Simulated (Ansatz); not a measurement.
Saddle point of GeHCl4F, closed shell (GeCl₄ ([Cl][Ge]([Cl])([Cl])[Cl]) + HF → GeCl₃F ([F][Ge]([Cl])([Cl])[Cl]) + HCl; bonds formed: Ge1–F7, Cl2–H6; bonds broken: Ge1–Cl2, H6–F7), PBE0-D4/def2-TZVP structure:

```tsv
atom	x (Å)	y (Å)	z (Å)
Ge1	-0.4774	-0.0731	0.1697
Cl2	0.9457	0.6967	-1.7166
Cl3	-1.3568	1.8481	0.3109
Cl4	-0.8494	-0.8811	2.1182
Cl5	-1.3641	-1.5321	-1.0835
H6	1.6655	0.1728	-0.3976
F7	1.4365	-0.2314	0.5988
```

Energies are electronic, without zero-point energy. Barriers and step energies count from the start structure reached by relaxing down the imaginary mode; all methods use the PBE0-D4 structures, on which another method's saddle can fall below an end. Ansatz 0.2.0; basis: def2-TZVPP, with def2-QZVPP for the basis limit; cores frozen in the correlated methods. Filled d shells of the heavier atoms are correlated. The def2 sets are not built for correlating such inner shells, so the correlated values are less sure here. B3LYP uses VWN-RPA correlation. Extrapolation: Hartree–Fock as exp(−7.88 √X), correlation as X^−2.97.

```json
{"method": "SPW92", "barrier (kcal/mol)": "16.11", "step energy (kcal/mol)": "2.24"}
{"method": "PBE-D4", "barrier (kcal/mol)": "?", "step energy (kcal/mol)": "2.35"}
{"method": "BLYP-D4", "barrier (kcal/mol)": "26.66", "step energy (kcal/mol)": "0.89"}
{"method": "r2SCAN-D4", "barrier (kcal/mol)": "?", "step energy (kcal/mol)": "0.47"}
{"method": "B97M-V", "barrier (kcal/mol)": "29.26", "step energy (kcal/mol)": "-0.63"}
{"method": "PBE0-D4", "barrier (kcal/mol)": "28.92", "step energy (kcal/mol)": "2.68"}
{"method": "B3LYP-D4", "barrier (kcal/mol)": "30.11", "step energy (kcal/mol)": "1.09"}
{"method": "r2SCAN0-D4", "barrier (kcal/mol)": "29.56", "step energy (kcal/mol)": "1.34"}
{"method": "BHLYP-D4", "barrier (kcal/mol)": "?", "step energy (kcal/mol)": "0.92"}
{"method": "CAM-B3LYP-D4", "barrier (kcal/mol)": "30.18", "step energy (kcal/mol)": "-0.53"}
{"method": "wB97X-V", "barrier (kcal/mol)": "30.47", "step energy (kcal/mol)": "0.00"}
{"method": "wB97M-V", "barrier (kcal/mol)": "29.21", "step energy (kcal/mol)": "0.86"}
{"method": "B2PLYP", "barrier (kcal/mol)": "31.40", "step energy (kcal/mol)": "0.53"}
{"method": "PBE-QIDH", "barrier (kcal/mol)": "31.76", "step energy (kcal/mol)": "2.28"}
{"method": "RPA on PBE", "barrier (kcal/mol)": "31.68", "step energy (kcal/mol)": "-0.22"}
{"method": "HF", "barrier (kcal/mol)": "46.70", "step energy (kcal/mol)": "-1.25"}
{"method": "MP2", "barrier (kcal/mol)": "31.82", "step energy (kcal/mol)": "2.23"}
{"method": "CCSD", "barrier (kcal/mol)": "35.60", "step energy (kcal/mol)": "0.25"}
{"method": "CCSD(T)", "barrier (kcal/mol)": "32.80", "step energy (kcal/mol)": "0.65"}
```

Question: Fill in the withheld barriers. (To be estimated.)

Answer: Computed: BHLYP-D4 34.94; r2SCAN-D4 25.68; PBE-D4 24.13 kcal/mol. Each is the energy of the saddle less that of the start structure, by the same method.

For comparison, the barrier by CCSD(T) at an estimated basis limit (MP2 extrapolated from triple and quadruple zeta, plus CCSD(T) − MP2 in triple zeta) is 33.49 kcal/mol.

The T1 diagnostic stays at or below 0.011.

Labels in which every atom is bracketed show which atoms are joined, not bond orders.

For scale, one of the runs: CCSD(T)/def2-TZVPP, 261 basis functions, launched by `ansatz run in.yaml --threads 8 --pin off --events-out ev --progress --plain --max-ram 19148MiB`. Hardware: 8 CPU threads of an Intel Xeon, shared host. Wall time 4.4 min; peak host memory 6 GiB.
